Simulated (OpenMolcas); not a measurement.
Fe4+ (d4) among equal point charges was computed by CASSCF with the d shell active (OpenMolcas, ANO-RCC-VTZP on the metal). Its lowest spin-free states, and all those of the highest spin:

| 2S+1 | Degeneracy | E (cm-1) |
| --- | --- | --- |
| 5 | 2 | 0.0 |
| 5 | 2 | 6162 |
| 5 | 1 | 8564 |
| 3 | 1 | 26660 |
| 3 | 2 | 27411 |
| 3 | 1 | 28022 |
| 3 | 2 | 28291 |
| 3 | 1 | 29284 |
| 3 | 2 | 29437 |
| 3 | 1 | 31179 |
| 3 | 2 | 31650 |
| 3 | 2 | 32926 |

Is the site octahedral, tetrahedral or cube-like, axial, or of lower symmetry?

The states with 2S+1 = 5 have orbital degeneracies 2, 2, 1. There are pairs but no triples, so the site is axial: not cubic, but with a proper or improper axis of order three or more. The run had Fe4+ among 6 point charges of -2 e arranged as a trigonal antiprism (D3d), 1.97 Å from the ion, with a polar angle of 67.9° against the regular 54.74°.

An orbital doublet at a regular site is open to a Jahn-Teller distortion, which this geometry leaves out. Without dynamic correlation the repulsion within the d shell is too large (B by tens of per cent), so at a given field states of lower spin stand too high. Point charges give a weaker field than real ligands, and real ions of this kind are often low spin; the high spin found here belongs to the model. Point charges carry no covalency, so the field is a model and not that of real ligands. No measured value stands beside these numbers.
